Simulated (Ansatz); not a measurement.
Two structures of CH$_{9}$AsSi, singlet, reached by relaxing down either side of one saddle point (PBE0-D4/def2-TZVP). Energies are electronic, without zero-point energy. Program: Ansatz 0.2.0. Basis: def2-TZVPP and def2-QZVPP. Cores are frozen in the correlated methods. Filled d shells of the heavier atoms are correlated. The def2 sets are not built for correlating such inner shells, so the correlated values are less sure here. Extrapolation: Hartree–Fock as exp(−7.88 √X), correlation as X^−2.97. First:

Si1  (-0.160, -1.270, -0.829)
H2  (1.072, -0.468, -1.069)
H3  (-0.038, -2.536, -1.603)
H4  (-1.318, -0.507, -1.369)
C5  (-0.381, -1.626, 0.993)
H6  (1.747, 2.521, 0.130)
As7  (0.236, 2.420, 0.269)
H8  (-1.280, -2.222, 1.164)
H9  (-0.475, -0.693, 1.553)
H10  (0.474, -2.179, 1.387)
H11  (0.104, 3.901, 0.592)
H12  (0.021, 2.659, -1.217)
(Å)

Second:

Si1  (-0.723, -0.172, -0.575)
H2  (3.101, -0.639, -0.309)
H3  (0.026, -0.773, -1.713)
H4  (-2.167, -0.152, -0.933)
C5  (-0.453, -1.168, 0.987)
H6  (2.858, 0.059, -0.202)
As7  (0.135, 2.014, -0.268)
H8  (-0.803, -2.195, 0.854)
H9  (-0.998, -0.730, 1.825)
H10  (0.607, -1.199, 1.248)
H11  (-1.039, 2.422, 0.612)
H12  (-0.544, 2.534, -1.526)
(Å)

Which bonds change from the first to the second?

CH₆Si ([CH3][SiH3]) + AsH₃ → CH₇AsSi ([CH3][SiH2][AsH2]) + H₂; bonds formed: Si1–As7, H2–H6; bonds broken: Si1–H2, H6–As7.

Give the saddle point's structure and its height above each. (To be estimated.)

By the calculation: 256.6 kJ/mol above the first and 264.3 kJ/mol above the second (CCSD(T) at an estimated basis limit (MP2 extrapolated from triple and quadruple zeta, plus CCSD(T) − MP2 in triple zeta)).
```xyz
12
angstrom
Si -0.3168 -0.5985 -0.6176
H 1.3121 0.1292 -0.6262
H 0.1822 -1.5408 -1.6675
H -1.6869 -0.2584 -1.0915
C -0.3606 -1.4322 1.0553
H 1.6525 0.9782 -0.1535
As 0.2204 1.9603 0.0629
H -0.8435 -2.4090 0.9687
H -0.9194 -0.8319 1.7747
H 0.6478 -1.5848 1.4450
H -0.3151 3.4114 0.2739
H 0.4272 2.1764 -1.4241
```

The T1 diagnostic stays at or below 0.012.

Labels in which every atom is bracketed show which atoms are joined, not bond orders.

For scale, one of the runs: CCSD(T)/def2-TZVPP, 247 basis functions (an equivalent command: `ansatz run in.yaml --threads 4`). Time: 2.7 min of wall clock on 4 CPU threads; the host was shared. Peak host memory: 4.9 GiB.
